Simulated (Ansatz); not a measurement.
C2H7AlO3, singlet, at a GFN2-xTB geometry (such geometries of metal compounds can be far from the true shape), atoms displaced at random by about 0.08 Å a coordinate; R2SCAN/STO-3G, gradient (Ansatz, a program for electronic structure).

Input for Ansatz:
Ansatz 0.2 input:
```yaml
crystal:
  periodic: [false, false, false]
  atoms:
    - {symbol: Al, position_ang: [-0.23620960, 0.20134431, 0.40007819]}
    - {symbol: O, position_ang: [-0.55014911, 0.21898143, 2.02721379]}
    - {symbol: H, position_ang: [-0.95312888, 0.82784194, 2.43818353]}
    - {symbol: O, position_ang: [0.94599084, -0.97988999, -0.25884915]}
    - {symbol: C, position_ang: [1.94946417, -2.13393910, 0.06827256]}
    - {symbol: H, position_ang: [1.91811256, -2.30239805, 1.07481020]}
    - {symbol: H, position_ang: [1.61403987, -3.03691859, -0.55202348]}
    - {symbol: H, position_ang: [2.83450250, -1.74201450, -0.47326927]}
    - {symbol: O, position_ang: [-1.00078728, 1.05376890, -0.66110149]}
    - {symbol: C, position_ang: [-1.20038161, 1.34147686, -2.05550646]}
    - {symbol: H, position_ang: [-0.62742135, 0.81307444, -2.58339642]}
    - {symbol: H, position_ang: [-2.35912739, 1.31435623, -2.13298127]}
    - {symbol: H, position_ang: [-0.89577486, 2.45864144, -2.17105169]}
basis:
  gaussian:
    orbitals: STO-3G
hamiltonian:
  xc: r2scan
output: {forces: true}
```

The log (banner, timings and long lists left out):

```
Functional definition: r2SCAN
554 factors; integrals over basis functions are off by at most 3.6e-5 eV
mean field evaluation 1: about -14725.2945 eV, gradient 3.7e1 eV
mean field evaluation 2: about -14716.0726 eV, gradient 6.8e1 eV
mean field evaluation 4: about -14729.7207 eV, gradient 3.7e0 eV
mean field evaluation 8: about -14729.6195 eV, gradient 9.4e-2 eV
mean field -14729.61951801 eV, -541.3035331923 hartree, gradient 4.7e-5 eV, S^2 0.000000; 0 other end points of the search recorded, 0 dependent functions left out
the calculation of the forces begins
reference -14729.61952603 eV, -541.3035334868 hartree; 28, 28 occupied and 13, 13 virtual orbitals, 554 factors
Total energy: -14729.61952603 eV, -541.3035334868 hartree
Atom 0 at    -0.236210     0.201344     0.400078 Å, force     4.557725    -5.024081     1.693959 eV/Å
Atom 1 at    -0.550149     0.218981     2.027214 Å, force     7.333907   -11.141261    -6.854856 eV/Å
Atom 2 at    -0.953129     0.827842     2.438184 Å, force    -7.305594    11.095607     6.815149 eV/Å
Atom 3 at     0.945991    -0.979890    -0.258849 Å, force    -0.624686     0.245143    -0.140662 eV/Å
Atom 4 at     1.949464    -2.133939     0.068273 Å, force    -4.087492     3.519346    -5.949363 eV/Å
Atom 5 at     1.918113    -2.302398     1.074810 Å, force     1.079601    -1.087604     4.069107 eV/Å
Atom 6 at     1.614040    -3.036919    -0.552023 Å, force     0.226999     0.715393     1.130965 eV/Å
Atom 7 at     2.834503    -1.742015    -0.473269 Å, force     0.783168    -0.514781     1.229023 eV/Å
Atom 8 at    -1.000787     1.053769    -0.661101 Å, force    -1.953596     2.191894    -1.913063 eV/Å
Atom 9 at    -1.200382     1.341477    -2.055506 Å, force    -6.741603     8.023376     8.511239 eV/Å
Atom 10 at    -0.627421     0.813074    -2.583396 Å, force     5.357678    -6.110039    -6.744158 eV/Å
Atom 11 at    -2.359127     1.314356    -2.132981 Å, force     1.893933    -0.389839    -1.353327 eV/Å
Atom 12 at    -0.895775     2.458641    -2.171052 Å, force    -0.520040    -1.523154    -0.494013 eV/Å
Dipole moment:    -0.133079     0.268244    -0.003250 e Å
```
